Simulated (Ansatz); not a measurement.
methylcyclobutane (C5H10), SMILES C1C(CC1)C.

Geometry: PBE0-D3(BJ)/def2-SVP.

Two levels are set side by side: PBE/def2-TZVPD (Ansatz, a quantum-chemistry and plane-wave program) and PBE0/def2-TZVPD (Ansatz). Energy differences of separate SCF runs at the same geometry; the states with an electron removed or added have multiplicity 2 and 2. Differences are taken from unrounded values.

| quantity | PBE0 | PBE | PBE minus PBE0 |
|---|---|---|---|
| vertical ionisation energy (eV) | 10.33 | 10.01 | -0.32 |
| vertical singlet–triplet gap (eV) | 7.63 | 7.11 | -0.52 |
